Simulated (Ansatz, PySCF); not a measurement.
C2H8N2OSi, SMILES C/C=N\[Si@H](N)O.

Geometry: PBE0-D3(BJ)/def2-SVP. The structure was generated by enumeration; whether it is a known compound was not checked. Other conformers were not sampled.

Vertical ionisation energy (IE) and electron affinity (EA) in eV. Rows of orbital energies are one-electron estimates. Where ΔSCF, EOM or ADC give a negative EA the extra electron is unbound and the value depends on the basis.

| level | IE | EA |
|---|---|---|
| −ε(HOMO), −ε(LUMO), ωB97X/def2-TZVP (PySCF) | 9.13 | -1.83 |
| −ε(HOMO), −ε(LUMO), PBE/def2-TZVP (PySCF) | 5.34 | 1.54 |
| ΔSCF, CAM-B3LYP/def2-SVPD (Ansatz), final states of multiplicity 2 and 2 | 8.89 | -1.33 |
| ΔSCF, PBE/def2-SVPD (Ansatz), final states of multiplicity 2 and 2 | 8.44 | -1.00 |

Problem. What vertical singlet–triplet gap does ΔSCF give with CAM-B3LYP/def2-SVPD (Ansatz, an electronic-structure program) and with PBE/def2-SVPD (Ansatz)? (Estimate from the structure and the level; the computed values follow.)

Solution. 3.67 and 3.61 eV (triplet above singlet where positive).
